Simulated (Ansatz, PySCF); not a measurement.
Process, species as SMILES: CNB(O)O [methylaminoboronic acid] → CN[B]O + [OH] (HO) (the B-O bond at the site shown breaks; other sites are not compared here)
Each molecule is optimised on its own at B3LYP-D3(BJ)/def2-TZVP (Ansatz, a quantum-chemistry and plane-wave program), one conformer each, not searched for the lowest. Frequencies are from Ansatz or PySCF.

Wanted: bond dissociation energy (enthalpy at 298 K, with B3LYP-D3(BJ) rigid-rotor harmonic-oscillator terms), in kcal/mol. Correlated levels leave the core frozen unless marked. Open shells are spin-unrestricted. No spin-orbit coupling. Non-relativistic. CBS marks a two-point X^-3 extrapolation of the correlation energy; Hartree-Fock from the larger set.

| level | program | bond dissociation energy (kcal/mol) |
|---|---|---|
| SVWN5/def2-TZVPD | Ansatz | 159.0 |
| r2SCAN-D3(BJ)/def2-TZVPD | Ansatz + dftd3 | … |
| B3LYP-D4/def2-TZVPD | Ansatz + dftd4 | 135.3 |
| PBE0-D3(BJ)/def2-TZVPD | Ansatz + dftd3 | 135.9 |
| PBE0-D4/def2-TZVP | Ansatz + dftd4 | 136.5 |
| PBE0-D4/def2-TZVPD | Ansatz + dftd4 | 135.9 |
| PBE0/def2-TZVP | Ansatz | 135.7 |
| LC-wPBE-D4/def2-TZVPD | Ansatz + dftd4 | 137.4 |
| wB97X-V/def2-TZVPD | Ansatz | 139.4 |
| B2PLYP-D3(BJ)/def2-TZVPD | Ansatz + dftd3 | … |
| RPA@PBE/cc-pVTZ | Ansatz | 131.7 |
| RPA@PBE/cc-pVQZ | Ansatz | … |
| SCS-MP2/STO-3G | Ansatz | 129.1 |
| SCS-MP2/cc-pwCVTZ | Ansatz | 143.1 |
| CCSD/6-31G* | Ansatz | 133.1 |
| CCSD(T)/CBS(cc-pVTZ,cc-pVQZ) | Ansatz | 141.5 |

Task: Complete the blanks.

Result: 
- r2SCAN-D3(BJ)/def2-TZVPD, bond dissociation energy (kcal/mol): 134.0
- B2PLYP-D3(BJ)/def2-TZVPD, bond dissociation energy (kcal/mol): 137.7
- RPA@PBE/cc-pVQZ, bond dissociation energy (kcal/mol): 132.6
